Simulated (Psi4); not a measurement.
CH$_{5}$AlO$_{2}$, charge -1, doublet, geometry from GFN2-xTB (such geometries of metal compounds can be far from the true shape) (a state made from the parent by changing its charge; the spin is typed, not shown lowest) (a gas-phase anion, which may not be bound at this level), with bond 4-2 at 1.6 times its length. Base run: SVWN/3-21G (Psi4).

Geometry (Å):
```xyz
9

Al     0.1228     0.1220     0.0128
C     -1.5023    -1.3223    -0.1441
H     -1.2230    -2.2310    -0.6963
H     -2.9005    -0.6609    -0.9739
H     -1.8626    -1.6612     0.8370
O     -0.1074     1.6413    -0.7930
H     -0.2982     2.4546    -1.2596
O      1.4817    -0.4485     0.9235
H      2.1837    -0.8478     1.4358
```
Charge -1, spin multiplicity 2.
Orbitals are unrestricted.
All else is at Psi4's defaults (density fitting, Cartesian functions).
Base energy -429.82590 Eh.

Variants of this job, named by their change:

```
change                                        ΔE vs base (mEh)  SCF cycles  grid points  basis functions               outcome
--------------------------------------------  ----------------  ----------  -----------  ---------------  --------------------
base                                                     0.000          13       196057               50             converged
dft_radial_points = 50                                  -0.024          13       132417               50             converged
cholesky_tolerance = 1e-3 (with scf_type cd)            -0.767          13       196057               50             converged
dft_pruning_scheme = treutler                            0.145          13       109057               50             converged
dft_radial_scheme = mura                                -0.001          13       197626               50             converged
scf_type = direct                                        0.203          17       196057               50             converged
guess = sadno                                            0.000          14       196057               50             converged
dft_pruning_scheme = robust                             -0.003          13       135193               50             converged
puream = false                                           0.000          13       196057               50             converged
scf_type = mem_df                                        0.000          13       196057               50             converged
soscf = true                                            41.558          20       196057               50  another SCF solution
dft_basis_tolerance = 1e-8                               0.000          13       194957               50             converged
scf_initial_accelerator = none                           0.000          12       196057               50             converged
```

A guess, shift, damping, solver or small numerical setting can't move a converged solution much, so rows marked as another SCF solution ended in a different state.

Open shells are given as the SCF converged; they aren't shown to be the lowest states, and a large step between rows can be another state.

A gas-phase anion may not be bound at this level; its values then depend on the basis.
